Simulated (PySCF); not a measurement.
Polarisability and C₆ of Kr (krypton, neutral)

[Kr], closed-shell 1S. Calculation: PySCF 2.14, in def2-QZVPPD (12s8p5d4f1g, 98 functions); no relativity, point nucleus. Coupled (time-dependent) response in atomic units; α is the mean over directions.

| method | mean α (bohr³) | C₆ (like pair) | S(−4) |
| --- | --- | --- | --- |
| r2SCAN0 | 16.96 | 133.8 | 54.52 |

S(−4) is the Cauchy moment in α(ω) = α(0) + S(−4) ω² + …

Reference α: 16.78 ± 0.02 bohr³ (recommended; Schwerdtfeger and Nagle, table of static dipole polarizabilities (2023 update)). Published C₆: 130.0 (Chu and Dalgarno (2004); Tang, Norbeck and Certain (1976)).

α(iu) at r2SCAN0:

| u (hartree) | α(iu) (bohr³) |
| --- | --- |
| 0 | 16.96 |
| 0.0500 | 16.83 |
| 0.100 | 16.44 |
| 0.200 | 15.09 |
| 0.300 | 13.35 |
| 0.500 | 9.989 |
| 0.750 | 6.927 |
| 1.00 | 4.966 |
| 1.50 | 2.851 |
| 2.00 | 1.845 |
| 3.00 | 0.9767 |
| 5.00 | 0.4430 |

A single London oscillator, α(iu) = α/(1 + u²/ω²), gives C₆ = (3/4) ω α². Matching the computed C₆ needs ω = 4 × 133.8 / (3 × 16.96²) = 0.620 hartree.
